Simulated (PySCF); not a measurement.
Spinor energies of Os (osmium, neutral)

Start: [Xe] 4f14 5d6 6s2; 5d3/2 filled at m_j = -3/2, -1/2, +1/2, +3/2; 5d5/2 filled at m_j = +3/2, +5/2. Calculated with PySCF 2.14 in x2c-TZVPPall-2c: generalised Hartree-Fock with the X2C-1e Hamiltonian and a Gaussian nucleus; one run each with spin-orbit coupling (SO) switched off, then screened by Boettger's factors.

```
spinor shell  electrons  ε, spin-free (eV)  ε, screened SO (eV)  weight of nominal j (screened SO)  rms radius, screened SO (bohr)
       1s1/2          2           -74280.2             -74255.2                              1.000                          0.0201
       2s1/2          2           -13083.5             -13075.6                              1.000                          0.0809
       2p1/2          2           -11399.2             -12496.5                              1.000                          0.0687
       2p3/2          4           -11399.2             -10959.6                              1.000                          0.0764
       3s1/2          2            -3110.3              -3107.6                              1.000                           0.207
       3p1/2          2            -2607.4              -2849.2                              1.000                           0.198
       3p3/2          4            -2607.4              -2508.6                              1.000                           0.214
       3d3/2          4            -2038.3              -2081.0                              1.000                           0.188
       4s1/2          2            -690.98              -690.06                              1.000                           0.459
       4p1/2          2            -523.09              -580.47                              1.000                           0.466
       4p3/2          4            -523.09              -499.34                              1.000                           0.499
       4d3/2          4            -310.30              -319.26                              1.000                           0.519
       4d5/2          6            -310.30              -303.51                              1.000                           0.531
       5s1/2          2            -108.23              -107.96                              1.000                            1.08
       5p1/2          2            -62.366              -72.903                              0.724                            1.09
       4f5/2          6            -71.644              -72.869                              0.913                           0.676
       4f7/2          8            -71.644              -69.882                              0.994                           0.612
       5p3/2          4            -62.366              -57.777                              0.979                            1.29
       5d3/2          4            -12.546              -12.515                              0.723                            1.91
       5d5/2          2            -12.546              -12.510                              0.835                            1.92
       6s1/2          2             -7.842               -7.830                              0.993                            3.46
```

Question: Where does 3d5/2 lie, and what is the 3d spin-orbit splitting (screened SO)?

Answer: At -2007.6 eV, 73.420 eV above 3d3/2.

```
   quantity     spin-free   screened SO
E (hartree)  -17241.01610  -17263.73387
        M_J             4             4
       ⟨J²⟩        20.054        20.108
       ⟨L²⟩         6.019         6.704
       ⟨S²⟩         6.035         5.842
```

Each row is a mean over spinors that exchange with the open shell spreads, by up to 7.475 eV (5p3/2).

Rows whose weight is well below 1 are mixtures of j = l ± 1/2: exchange outweighs spin-orbit coupling there, and the label is only the starting occupation.

⟨J²⟩ departs a little from M_J(M_J + 1) because the unrestricted spinors polarise the closed shells.

Breit and QED terms are absent; they matter most for the inner s and p1/2 levels.

Densities and radii are taken from the X2C orbitals without a picture-change correction, which distorts them close to the nucleus.

Without spin-orbit coupling the j labels of p, d and f shells carry no meaning; the spin-free column gives the mean over the occupied spinors of each nl shell.
